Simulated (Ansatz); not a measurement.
AlF2 (SMILES [F][Al][F]), doublet, at a GFN2-xTB geometry (such geometries of metal compounds can be far from the true shape). Base run: Ansatz (a program for electronic structure) with B3LYP/6-31G.

Here is a job for Ansatz.
Ansatz 0.2 input:
```yaml
crystal:
  periodic: [false, false, false]
  atoms:
    - {symbol: Al, position_ang: [-0.00451449, 0.34922303, 0.00195349]}
    - {symbol: F, position_ang: [1.55484400, -0.23215983, -0.00125071]}
    - {symbol: F, position_ang: [-1.54832307, -0.27227344, -0.00157100]}
basis:
  gaussian:
    orbitals: 6-31G
hamiltonian:
  xc: b3lyp
magnetization: {spin_polarized: true, initial_magnetization: 1}
```

Variants of this job, named by their change:

```tsv
change	E (Eh)	SCF-reference <S^2>
base	-442.14110	0.751
functional = wB97X-V	-442.00335	0.752
functional = cam_b3lyp	-442.07764	0.752
functional = blyp	-442.11363	0.751
functional = B2PLYP	-441.82167	0.752
functional = revpbe	-441.99974	0.752
functional = lc_wpbe	-441.91756	0.753
functional = pbe0	-441.81728	0.752
functional = wB97X	-442.06657	0.751
functional = SVWN5	-439.80273	0.751
functional = r2scan	-442.01560	0.753
functional = BHLYP	-442.05347	0.752
functional = b3lyp5	-442.02288	0.751
```

Absolute energies of different levels of theory aren't comparable as measures of quality.
